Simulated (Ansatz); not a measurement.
Basis-set extrapolation for `O[B-]1(Cl)OC(C(F)(F)F)=CC(C(F)(F)F)=[O+]1` (PBE0-D4/def2-TZVP geometry, frozen core, the Gaussian-basis code of Ansatz). Multiplicity 1, RHF reference.

```tsv
	def2-TZVPP	def2-QZVPP
HF	-1496.516619	-1496.573233
MP2 correlation	-3.227857	-3.505020
CCSD(T) correlation	-3.376435	not run
```

Energies in hartree. Use E(X) = E(∞) + A·exp(−7.88·√X) for Hartree–Fock and E(X) = E(∞) + B·X^(−2.97) for correlation, with X = 3 and 4, and add CCSD(T) minus MP2 of the smaller set to the MP2 limit.

Q: What is the CCSD(T) energy at the basis-set limit?

A: HF limit: -1496.573233 + (-0.056614) × 0.13774 = -1496.58103. MP2 limit: -3.505020 + (-0.277163) × 0.74074 = -3.71033. Higher-order term: -3.376435 − (-3.227857) = -0.14858. Total: -1500.43994 hartree, 14.88 eV below CCSD(T)/def2-TZVPP.
